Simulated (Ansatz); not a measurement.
AlFH3PSi, SMILES `[F][Al]1[SiH2][PH]1`, 7 atoms. Total charge 0; spin multiplicity 1. All runs use 2 threads of an Arm Neoverse V1 on a shared host. Correlated methods freeze the cores.

Q: Give the basis size and wall time and peak host memory of each of these runs in Ansatz. RHF-CCSD(T)/def2-SVP energy; RKS PBE0-D4/def2-TZVP frequencies; RKS PBE0-D4/def2-TZVP relaxation (7 steps); RKS ωB97M-V/def2-QZVPP energy; RKS PBE0-D4/def2-TZVPP energy; RKS PBE0-D4/def2-SVP energy; RKS SPW92 (LDA)/def2-TZVPP energy; direct RPA on PBE orbitals/def2-TZVPP energy; RKS ωB97M-V/def2-SVP energy; RKS PBE0-D4/def2-QZVPP energy; RKS r2SCAN0-D4/def2-TZVPP energy; RHF-CCSD(T)/def2-TZVPP energy. (Best estimate.)

A: Ansatz gave: Other jobs shared the machine, so times are rough.

```json
{"level": "RKS SPW92 (LDA)/def2-TZVPP", "job": "energy", "functions": "199", "wall time": "1.5 s", "peak host memory (GiB)": "0.23"}
{"level": "RKS PBE0-D4/def2-SVP", "job": "energy", "functions": "83", "wall time": "1.5 s", "peak host memory (GiB)": "0.38"}
{"level": "RHF-CCSD(T)/def2-SVP", "job": "energy", "functions": "83", "wall time": "2 s", "peak host memory (GiB)": "0.38"}
{"level": "RKS PBE0-D4/def2-TZVPP", "job": "energy", "functions": "199", "wall time": "3.6 s", "peak host memory (GiB)": "0.43"}
{"level": "direct RPA on PBE orbitals/def2-TZVPP", "job": "energy", "functions": "199", "wall time": "5.5 s", "peak host memory (GiB)": "0.38"}
{"level": "RKS r2SCAN0-D4/def2-TZVPP", "job": "energy", "functions": "199", "wall time": "6.5 s", "peak host memory (GiB)": "0.46"}
{"level": "RKS ωB97M-V/def2-SVP", "job": "energy", "functions": "83", "wall time": "8 s", "peak host memory (GiB)": "0.38"}
{"level": "RKS PBE0-D4/def2-QZVPP", "job": "energy", "functions": "357", "wall time": "11 s", "peak host memory (GiB)": "1.1"}
{"level": "RKS ωB97M-V/def2-QZVPP", "job": "energy", "functions": "357", "wall time": "26 s", "peak host memory (GiB)": "1.2"}
{"level": "RKS PBE0-D4/def2-TZVP", "job": "relaxation (7 steps)", "functions": "160", "wall time": "30 s", "peak host memory (GiB)": "0.37"}
{"level": "RHF-CCSD(T)/def2-TZVPP", "job": "energy", "functions": "199", "wall time": "55 s", "peak host memory (GiB)": "2.1"}
{"level": "RKS PBE0-D4/def2-TZVP", "job": "frequencies", "functions": "160", "wall time": "120 s", "peak host memory (GiB)": "0.38"}
```
